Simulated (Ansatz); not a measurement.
Computed with Ansatz on PBE0-D4/def2-TZVP structures; ΔE is electronic, products minus reactants. CCSD(T)/CBS adds triple-zeta CCSD(T) − MP2 to the extrapolated MP2 energy (def2 sets, frozen cores). This one scheme is used for every species. DFT in def2-TZVPP. def2 core potentials past Kr. For In outer-core shells are correlated without core-valence functions, which leaves a few kJ/mol of doubt a bond. Each species was taken in one conformer, which may not be the lowest.

Reaction (formal hydrolysis of the In–Si bond): `N[SiH]([SiH3])[InH2]` + H₂O → `[OH][InH2]` + `N[SiH2][SiH3]`

```csv
level,ΔE (kJ/mol),difference from CCSD(T)/CBS
r2SCAN-D4,-16.3,0.0
B97M-V,-20.6,-4.3
PBE0-D4,-2.4,13.9
r2SCAN,-17.7,-1.4
CAM-B3LYP,-29.7,-13.4
RPA@PBE/def2-TZVPP,-21.4,-5.1
SCS-MP2/def2-TZVPP,-24.3,-8.0
CCSD/def2-TZVPP,-17.0,-0.7
HF/def2-QZVPP,-31.6,-15.3
MP2/CBS(def2),-17.3,-1.0
CCSD(T)/CBS,-16.3,0
```

Largest T1 diagnostic among the species: 0.017.

From BLYP to BHLYP (50 % exact exchange), in def2-TZVPP and without D4, ΔE moves by +4.0 kJ/mol. The D4 term adds +7.8 kJ/mol with B3LYP and +4.6 kJ/mol with PBE0; it sums over pairs of atoms, weighted by their polarisabilities, and B3LYP, whose exchange is more repulsive, gets the larger term. In def2-TZVPP, CCSD(T) changes the Hartree–Fock value by +13.9 kJ/mol (the triples alone add +0.7 kJ/mol) and MP2 by +13.0 kJ/mol.

CCSD(T)/CBS has its own doubt, a few kJ/mol and more with outer-core shells, so smaller differences from it don't rank the levels.

B3LYP here is the variant with VWN-RPA as its local correlation; programs differ in this.
